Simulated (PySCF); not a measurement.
Can point charges reproduce the dipole moment of `CN(C)[SiH]1NCCN1`?

Coordinates (PBE0-D3(BJ)/def2-SVP, Å) and charges (e) from the PBE0/pcSseg-1 density (PySCF):

```csv
atom,x,y,z,Mulliken,IAO,Hirshfeld,ESP-fitted
C1,-2.674,-0.403,1.024,-0.0690,-0.2862,-0.0701,-0.3346
N2,-1.498,-0.035,0.284,-0.7967,-0.5044,-0.1741,-0.1045
C3,-1.694,0.097,-1.136,-0.0837,-0.2912,-0.0720,-0.3708
Si4,0.090,0.039,0.964,+1.1055,+1.1667,+0.4172,+0.6073
N5,1.292,-1.140,0.525,-0.6835,-0.6984,-0.2596,-0.6790
C6,2.284,-0.594,-0.379,-0.0431,-0.1347,-0.0278,+0.0386
C7,2.380,0.896,-0.044,-0.0254,-0.1351,-0.0271,+0.0812
N8,1.028,1.322,0.261,-0.7002,-0.6897,-0.2472,-0.6251
H9,-2.450,-0.457,2.101,+0.1161,+0.1414,+0.0411,+0.1186
H10,-3.487,0.336,0.889,+0.1004,+0.1220,+0.0324,+0.1062
H11,-3.079,-1.388,0.716,+0.0967,+0.1156,+0.0290,+0.1121
H12,-1.977,-0.860,-1.620,+0.0962,+0.1148,+0.0282,+0.1240
H13,-2.495,0.827,-1.365,+0.1019,+0.1234,+0.0333,+0.1150
H14,-0.771,0.465,-1.608,+0.1183,+0.1468,+0.0383,+0.1306
H15,-0.178,0.058,2.435,-0.1481,-0.1753,-0.0946,-0.1345
H16,1.117,-2.133,0.448,+0.1882,+0.2538,+0.1130,+0.3368
H17,3.270,-1.075,-0.253,+0.1149,+0.1299,+0.0372,+0.0451
H18,2.001,-0.709,-1.447,+0.1025,+0.1058,+0.0238,+0.0525
H19,2.803,1.452,-0.899,+0.1136,+0.1302,+0.0373,+0.0317
H20,3.074,1.034,0.812,+0.1061,+0.1091,+0.0261,+0.0422
H21,0.906,2.301,0.483,+0.1892,+0.2558,+0.1156,+0.3064
```

Compute μ = Σ q r for each scheme (1 e·Å = 4.803 D) and compare with the dipole of the full density.

The full density gives (0.02, -0.04, -0.75) D, 0.75 D in size; dipole vectors point from the negative to the positive end.

| scheme | μx | μy | μz | size (D) | share of the full size (%) | angle to the full dipole (°) |
| --- | --- | --- | --- | --- | --- | --- |
| Mulliken | 0.11 | -0.22 | -0.58 | 0.63 | 84 | 19 |
| IAO | -0.06 | 0.03 | 0.11 | 0.13 | 18 | 151 |
| Hirshfeld | 0.10 | 0.11 | -0.11 | 0.18 | 24 | 54 |
| ESP-fitted | 0.03 | -0.09 | -0.76 | 0.76 | 101 | 3 |

Which set comes closest?

Length of the difference vector: ESP-fitted 0.04 D, Mulliken 0.26 D, Hirshfeld 0.66 D, IAO 0.87 D. Closest: ESP-fitted. The schemes that divide the density aren't constrained to reproduce the dipole.

What is left for the Hirshfeld atoms' own dipoles?

The shares of the density sum to the whole, so what Σ q r misses lies in dipoles about the nuclei. The atomic dipoles sum to (0.02, -0.04, -0.75) − (0.10, 0.11, -0.11) = (-0.08, -0.15, -0.64) D, 0.66 D in size.

With the origin at the mean of the coordinates, (-0.003, 0.002, 0.104) Å, which are the largest single terms, by size, of the ESP-fitted dipole along the direction of the full one?

Si4 -2.50, C3 -2.10, C1 +1.58, H15 +1.51, H9 -1.17 D; all 21 atoms together +0.76 D. The single terms depend on the origin, their sum doesn't.

Give the size of the full dipole in other units.

0.75 D = 0.296 au = 0.157 e·Å = 2.51 × 10⁻³⁰ C·m.

One conformer (not necessarily the lowest) at the PBE0-D3(BJ)/def2-SVP geometry, without solvent, vibrations or thermal averaging.

The run behind these numbers computed NMR shieldings as well. The run took 1.9 min wall, 1.7 min CPU on Intel Xeon at 2.50 GHz, one thread, no GPU, shared host with 64 logical CPUs at a one-minute load of 63, and the process peaked at 0.91 GiB of memory.
